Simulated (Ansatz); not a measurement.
Gas-phase electronic energies from Ansatz, PBE0-D4/def2-TZVP geometries. CBS: MP2 limit from def2 TZ/QZ plus the TZ coupled-cluster correction, frozen cores. This one scheme is used for every species. DFT in def2-TZVPP. B3LYP here is the variant with VWN-RPA as its local correlation; programs differ in this. HSE06 is defined as in plane-wave codes. For Zn outer-core shells are correlated without core-valence functions, which leaves a few kJ/mol of doubt a bond. Scalar relativity is left out up to krypton.

`C=[CH][ZnH]` + CH₃NH₂ → `C[NH][ZnH]` + `C=C`  (ligand exchange at a Zn–C bond)

| level | ΔE (kJ/mol) |
| --- | --- |
| B3LYP | -28.1 |
| r2SCANh | -27.8 |
| HSE06 | -23.8 |
| MP2/CBS(def2) | -30.9 |

Problem. What does CCSD(T)/CBS give? (An estimate is asked.)

Solution. Ansatz gave: -29.5 kJ/mol. The listed levels differ from it by 1.4, 1.7, 5.7, -1.4 kJ/mol.

Problem. What do rigid-rotor, harmonic-oscillator terms from PBE0-D4/def2-TZVP frequencies (298.15 K, 1 bar) make of the CCSD(T)/CBS value? (Best estimate.)

Solution. Ansatz gave: ΔZPE = -3.3 kJ/mol, ΔH = -31.7 kJ/mol, ΔS = -2 J/(mol·K), ΔG = -31.0 kJ/mol.

Largest T1 diagnostic among the species: 0.015.

Leaving LDA and LC-ωPBE aside and taking each functional with its dispersion term where it has one, the values, not all of them listed here, spread over 7.0 kJ/mol, from CAM-B3LYP-D4 to HSE06-D4. LDA lies −5.9 kJ/mol from PBE without D4. At CCSD(T), def2-SVP lies +6.0 kJ/mol from the extrapolated value and def2-TZVPP +2.7 kJ/mol.
